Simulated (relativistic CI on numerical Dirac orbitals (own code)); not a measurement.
## Mo3+ (4d3) in a crystal field

Calculated by Dirac-Coulomb-Breit CI, KLI orbitals optimised for each configuration, model QED (radiative potential, 1s self-energy scaled to tabulated hydrogen-like ionisation energies), valence Slater integrals scaled by 0.85, one configuration in a parametric crystal field (own radial code).

Field parameters in Wybourne normalisation: D3d B²₀ = −7Dσ, B⁴₀ = −14Dq − 21Dτ, B⁴₃ = −14√(10/7) Dq. The field is a parameter set, without covalency.

S is read from ⟨S²⟩ = S(S + 1).

Levels (cm⁻¹, degeneracy): 0 (2), 3 (2), 12047 (2), 12417 (2), 13354 (2), 13470 (2), 13498 (2), 13764 (2), 13958 (2), 14016 (2), 14152 (2), 15133 (2).

(1) Which field gives this pattern?
A. D3d, 10Dq = 15050, Dσ = 550, Dτ = -250 cm⁻¹
B. D3d, 10Dq = 15050, Dσ = 760, Dτ = -250 cm⁻¹
C. D3d, 10Dq = 15050, Dσ = -760, Dτ = -250 cm⁻¹
D. D3d, 10Dq = 15050, Dσ = -110, Dτ = -250 cm⁻¹

Results:

(1) D. D3d, 10Dq = 15050, Dσ = -110, Dτ = -250 cm⁻¹, ground level with S = 1.50.
